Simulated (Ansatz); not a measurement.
CH6N2OSi (`N=C(N)O[SiH3]`) at its PBE0-D4/def2-TZVP geometry, where that method's forces vanish. The species carries charge 0 and has multiplicity 1.

```json
{"atom": "N1", "x (Å)": "-1.0258", "y (Å)": "-1.2905", "z (Å)": "-0.0122"}
{"atom": "C2", "x (Å)": "-0.7718", "y (Å)": "-0.1283", "z (Å)": "0.4268"}
{"atom": "N3", "x (Å)": "-1.6140", "y (Å)": "0.5206", "z (Å)": "1.2789"}
{"atom": "O4", "x (Å)": "0.2930", "y (Å)": "0.6609", "z (Å)": "0.1311"}
{"atom": "Si5", "x (Å)": "1.4893", "y (Å)": "0.2391", "z (Å)": "-0.9455"}
{"atom": "H6", "x (Å)": "-0.3447", "y (Å)": "-1.6282", "z (Å)": "-0.6825"}
{"atom": "H7", "x (Å)": "-1.2251", "y (Å)": "1.2658", "z (Å)": "1.8279"}
{"atom": "H8", "x (Å)": "-2.3144", "y (Å)": "-0.0544", "z (Å)": "1.7120"}
{"atom": "H9", "x (Å)": "2.1777", "y (Å)": "-0.9985", "z (Å)": "-0.5005"}
{"atom": "H10", "x (Å)": "0.9185", "y (Å)": "0.0241", "z (Å)": "-2.2982"}
{"atom": "H11", "x (Å)": "2.4172", "y (Å)": "1.3894", "z (Å)": "-0.9380"}
```

(1) For each bond, give half the difference of the two atoms' forces along it (eV/Å; positive pushes the atoms apart) under PBE-D4, r2SCAN-D4, B3LYP-D4, ωB97M-V in def2-TZVPP. (Best estimate.)

Answers

(1) The calculation gave: 
| bond | length (Å) | PBE-D4 | r2SCAN-D4 | B3LYP-D4 | ωB97M-V |
| --- | --- | --- | --- | --- | --- |
| N1–C2 | 1.268 | 0.44 | 0.16 | 0.06 | -0.07 |
| N1–H6 | 1.014 | 0.17 | -0.03 | -0.09 | -0.04 |
| C2–N3 | 1.362 | 0.04 | 0.05 | 0.09 | 0.17 |
| C2–O4 | 1.358 | 0.30 | 0.25 | 0.20 | 0.13 |
| N3–H7 | 1.004 | 0.15 | -0.03 | -0.05 | -0.07 |
| N3–H8 | 1.004 | 0.15 | -0.02 | -0.06 | -0.08 |
| O4–Si5 | 1.664 | 0.17 | -0.04 | 0.05 | 0.11 |
| Si5–H9 | 1.484 | 0.03 | -0.03 | -0.07 | -0.13 |
| Si5–H10 | 1.484 | 0.03 | -0.02 | -0.07 | -0.13 |
| Si5–H11 | 1.478 | 0.06 | -0.03 | -0.12 | -0.15 |

B3LYP here is the variant with VWN-RPA as its local correlation; programs differ in this.

All numbers were calculated with Ansatz.
